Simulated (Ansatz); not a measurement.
Start from `N[SiH]1C=CN1` and change one atom or group to get `I[SiH]1C=CN1`.

Ansatz, PBE0-D4/def2-TZVP geometries, multiplicity 1. Each molecule was computed in one conformer, which needn't be the lowest.

Elements past krypton have def2 core potentials.

```
                                      property  `N[SiH]1C=CN1`
size of the dipole moment (PBE/def2-TZVPP) / D            1.14
         LUMO energy (ωB97M-V/def2-TZVPP) / eV            2.01
         HOMO–LUMO gap (B3LYP/def2-TZVPP) / eV            5.65
           LUMO energy (B3LYP/def2-TZVPP) / eV           -0.10
       HOMO–LUMO gap (ωB97M-V/def2-TZVPP) / eV           10.20
           HOMO energy (B3LYP/def2-TZVPP) / eV           -5.75
```

Problem. What does the change do to each property? (An estimate is asked.)

Solution. Ansatz gave: 
```csv
property,`I[SiH]1C=CN1`,shift
size of the dipole moment (PBE/def2-TZVPP) / D,1.45,0.31
LUMO energy (ωB97M-V/def2-TZVPP) / eV,1.19,-0.82
HOMO–LUMO gap (B3LYP/def2-TZVPP) / eV,5.36,-0.29
LUMO energy (B3LYP/def2-TZVPP) / eV,-0.96,-0.86
HOMO–LUMO gap (ωB97M-V/def2-TZVPP) / eV,9.95,-0.25
HOMO energy (B3LYP/def2-TZVPP) / eV,-6.32,-0.57
```

With PBE0 the HOMO falls by 0.58 eV and the LUMO falls by 0.89 eV, so the gap narrows by about 0.31 eV. PBE moves the HOMO by -0.56 eV and ωB97M-V by -0.58 eV. Dipoles are sizes alone; their direction can turn.

B3LYP here is the variant with VWN-RPA as its local correlation; programs differ in this.

Spin–orbit coupling is left out; it splits and shifts lone-pair levels of the heavy atoms by tenths of an eV.
